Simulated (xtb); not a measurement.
Input file for xtb: GFN2-xTB on BClH2O (SMILES OBCl), a point of a torsion scan.

```
$ xtb mol.xyz --gfn 2 --opt vtight --chrg 0 --uhf 0 --input xcontrol
5

O     -1.01635749    -0.28783687    -0.44855211
B      0.32816558     0.29468969    -0.34274700
Cl     1.32428057    -0.25208670     1.12382948
H     -1.33926144    -0.47134835     0.46774250
H      0.36587890     1.45858650    -0.59931663
$constrain
  force constant=1.0
  dihedral: 4,1,2,3,30.0
$end
```

Program output:

```
[...]
           -------------------------------------------------
          |                Calculation Setup                |
           -------------------------------------------------



           -------------------------------------------------
          |                 G F N 2 - x T B                 |
           -------------------------------------------------

        Reference                      10.1021/acs.jctc.8b01176
      * Hamiltonian:
        H0-scaling (s, p, d)           1.850000    2.230000    2.230000
        zeta-weighting                 0.500000
      * Dispersion:
        s8                             2.700000
        a1                             0.520000
        a2                             5.000000
        s9                             5.000000
      * Repulsion:
        kExp                           1.500000    1.000000
        rExp                           1.000000
      * Coulomb:
        alpha                          2.000000
        third order                    shell-resolved
        anisotropic                    true
        a3                             3.000000
        a5                             4.000000
        cn-shift                       1.200000
        cn-exp                         4.000000
        max-rad                        5.000000


          ...................................................
          :                      SETUP                      :
          :.................................................:
          :  # basis functions                  20          :
          :  # atomic orbitals                  19          :
          :  # shells                            9          :
          :  # electrons                        18          :
          :  max. iterations                   250          :
          :  Hamiltonian                  GFN2-xTB          :
          :  restarted?                      false          :
          :  GBSA solvation                  false          :
          :  PC potential                    false          :
          :  electronic temp.          300.0000000     K    :
          :  accuracy                    1.0000000          :
          :  -> integral cutoff          0.2500000E+02      :
          :  -> integral neglect         0.1000000E-07      :
          :  -> SCF convergence          0.1000000E-05 Eh   :
          :  -> wf. convergence          0.1000000E-03 e    :
          :  Broyden damping             0.4000000          :
          :  net charge                          0          :
          :  unpaired electrons                  0          :
          ...................................................

 iter      E             dE          RMSdq      gap      omega  full diag
   1    -10.7563849 -0.107564E+02  0.102E+01    5.71       0.0  T
   2    -10.8716979 -0.115313E+00  0.668E+00    2.52       1.0  T
   3    -10.8994734 -0.277755E-01  0.415E+00    4.44       1.0  T
   4    -10.9284092 -0.289358E-01  0.120E+00    3.41       1.0  T
   5    -10.9227695  0.563967E-02  0.144E+00    4.10       1.0  T
   6    -10.9343703 -0.116008E-01  0.162E-01    3.66       1.0  T
   7    -10.9344106 -0.402681E-04  0.728E-02    3.63       1.0  T
   8    -10.9344139 -0.331636E-05  0.291E-02    3.63       1.5  T
   9    -10.9344110  0.294288E-05  0.293E-02    3.64       1.5  T
  10    -10.9344151 -0.409474E-05  0.107E-02    3.63       4.2  T
  11    -10.9344152 -0.163727E-06  0.597E-03    3.63       7.5  T
  12    -10.9344155 -0.228802E-06  0.132E-03    3.64      33.9  T
  13    -10.9344155 -0.638908E-08  0.640E-04    3.63      69.8  T
  14    -10.9344155 -0.229821E-08  0.327E-04    3.63     136.6  T

   *** convergence criteria satisfied after 14 iterations ***

         #    Occupation            Energy/Eh            Energy/eV
      -------------------------------------------------------------
         1        2.0000           -1.0527157             -28.6459
       ...           ...                  ...                  ...
         3        2.0000           -0.5956659             -16.2089
         4        2.0000           -0.5480061             -14.9120
         5        2.0000           -0.5205214             -14.1641
         6        2.0000           -0.4974392             -13.5360
         7        2.0000           -0.4538285             -12.3493
         8        2.0000           -0.4427785             -12.0486
         9        2.0000           -0.4304946             -11.7144 (HOMO)
        10                         -0.2969233              -8.0797 (LUMO)
        11                         -0.0795066              -2.1635
        12                          0.0034004               0.0925
        13                          0.0189974               0.5169
        14                          0.0194787               0.5300
       ...                                ...                  ...
        19                          0.2926188               7.9626
      -------------------
[...]
     -13.9266
         7        2.0000           -0.4553111             -12.3896
         8        2.0000           -0.4370167             -11.8918
         9        2.0000           -0.4234310             -11.5221 (HOMO)
        10                         -0.2292928              -6.2394 (LUMO)
        11                         -0.0376178              -1.0236
        12                          0.0204986               0.5578
        13                          0.0265776               0.7232
        14                          0.0266323               0.7247
       ...                                ...                  ...
        19                          0.5005601              13.6209
      -------------------------------------------------------------
                  HL-Gap            0.1941382 Eh            5.2828 eV
             Fermi-level           -0.3263619 Eh           -8.8808 eV

 SCC (total)                   0 d,  0 h,  0 min,  0.002 sec
 SCC setup                      ...        0 min,  0.000 sec (  2.649%)
 Dispersion                     ...        0 min,  0.000 sec (  0.794%)
 classical contributions        ...        0 min,  0.000 sec (  0.315%)
 integral evaluation            ...        0 min,  0.000 sec ( 27.909%)
 iterations                     ...        0 min,  0.000 sec ( 23.604%)
 molecular gradient             ...        0 min,  0.001 sec ( 39.909%)
 printout                       ...        0 min,  0.000 sec (  4.353%)

         :::::::::::::::::::::::::::::::::::::::::::::::::::::
         ::                     SUMMARY                     ::
         :::::::::::::::::::::::::::::::::::::::::::::::::::::
         :: total energy             -10.943038578287 Eh    ::
         :: gradient norm              0.000041154816 Eh/a0 ::
         :: HOMO-LUMO gap              5.282768944833 eV    ::
         ::.................................................::
         :: SCC energy               -10.996095087896 Eh    ::
         :: -> isotropic ES            0.052812699610 Eh    ::
         :: -> anisotropic ES          0.000690839842 Eh    ::
         :: -> anisotropic XC         -0.002311718486 Eh    ::
         :: -> dispersion             -0.001665085520 Eh    ::
         :: repulsion energy           0.052958716856 Eh    ::
         :: add. restraining           0.000097792754 Eh    ::
         :: total charge               0.000000000000 e     ::
         :::::::::::::::::::::::::::::::::::::::::::::::::::::

           -------------------------------------------------
          |                Property Printout                |
           -------------------------------------------------

    * Orbital Energies and Occupations

         #    Occupation            Energy/Eh            Energy/eV
      -------------------------------------------------------------
         1        2.0000           -1.0466496             -28.4808
         2        2.0000           -0.7226239             -19.6636
         3        2.0000           -0.6246578             -16.9978
         4        2.0000           -0.5515307             -15.0079
         5        2.0000           -0.5306192             -14.4389
         6        2.0000           -0.5117932             -13.9266
         7        2.0000           -0.4553111             -12.3896
         8        2.0000           -0.4370167             -11.8918
         9        2.0000           -0.4234310             -11.5221 (HOMO)
        10                         -0.2292928              -6.2394 (LUMO)
        11                         -0.0376178              -1.0236
        12                          0.0204986               0.5578
        13                          0.0265776               0.7232
        14                          0.0266323               0.7247
        15                          0.0393676               1.0712
        16                          0.0861354               2.3439
        17                          0.2869925               7.8095
        18                          0.3874679              10.5435
        19                          0.5005601              13.6209
      -------------------------------------------------------------
                  HL-Gap            0.1941382 Eh            5.2828 eV
             Fermi-level           -0.3263619 Eh           -8.8808 eV

     #   Z          covCN         q      C6AA      α(0)
     1   8 O        1.599    -0.413    21.139     6.205
     2   5 B        2.550     0.423    16.386     6.951
     3  17 Cl       0.828    -0.279   107.968    15.896
     4   1 H        0.806     0.330     0.638     1.254
     5   1 H        0.939    -0.060     4.342     3.258

 Mol. C6AA /au·bohr⁶  :        477.199427
 Mol. C8AA /au·bohr⁸  :      15123.195646
 Mol. α(0) /au        :         33.564074


Wiberg/Mayer (AO) data.
largest (>0.10) Wiberg bond orders for each atom

 ---------------------------------------------------------------------------
     #   Z sym  total        # sym  WBO       # sym  WBO       # sym  WBO
Note: The following floating-point exceptions are signalling: IEEE_UNDERFLOW_FLAG IEEE_DENORMAL
normal termination of xtb
 ---------------------------------------------------------------------------
     1   8 O    2.262 --     2 B    1.322     4 H    0.864
     2   5 B    3.325 --     1 O    1.322     3 Cl   1.037     5 H    0.957
     3  17 Cl   1.123 --     2 B    1.037
     4   1 H    0.891 --     1 O    0.864
     5   1 H    0.996 --     2 B    0.957
 ---------------------------------------------------------------------------

Topologies differ in total number of bonds
Writing topology from bond orders to xtbtopo.mol

molecular dipole:
                 x           y           z       tot (Debye)
 q only:       -0.721       0.012      -0.047
   full:       -0.763      -0.072       0.071       1.957
molecular quadrupole (traceless):
                xx          xy          yy          xz          yz          zz
 q only:       -0.510       1.793       1.433      -3.504       0.076      -0.923
  q+dip:       -0.600       2.643       2.072      -5.102       0.218      -1.472
   full:       -0.516       2.125       1.777      -5.112       0.870      -1.261

           -------------------------------------------------
          |                Geometry Summary                 |
           -------------------------------------------------

      molecular mass/u    :       64.2792520
   center of mass at/Å    :        0.5104942      -0.0742057       0.4639871
  moments of inertia/u·Å² :        0.8805924E+01   0.8759690E+02   0.9614754E+02
rotational constants/cm⁻¹ :        0.1914351E+01   0.1924455E+00   0.1753309E+00

 * 4 selected distances

     #   Z          #   Z                                           value/Å
     1   8 O        2   5 B                                       1.3221393
     2   5 B        3  17 Cl                                      1.7342214 (max)
     1   8 O        4   1 H                                       0.9589620 (min)
     2   5 B        5   1 H                                       1.1704524

 * 4 distinct bonds (by element types)

   Z      Z             #   av. dist./Å        max./Å        min./Å
   1 H    5 B           1     1.1704524     1.1704524     1.1704524
   1 H    8 O           1     0.9589620     0.9589620     0.9589620
   5 B    8 O           1     1.3221393     1.3221393     1.3221393
   5 B   17 Cl          1     1.7342214     1.7342214     1.7342214


optimized geometry written to: xtbopt.xyz


           -------------------------------------------------
          | TOTAL ENERGY              -10.943038578287 Eh   |
          | GRADIENT NORM               0.000041154816 Eh/α |
          | HOMO-LUMO GAP               5.282768944833 eV   |
           -------------------------------------------------

------------------------------------------------------------------------
------------------------------------------------------------------------
 total:
 SCF:
 ANC optimizer:
```

The run finished.

Warnings raised: the energy holds the restraint's term.

Cost: about 0.05 core-seconds (a rough figure).
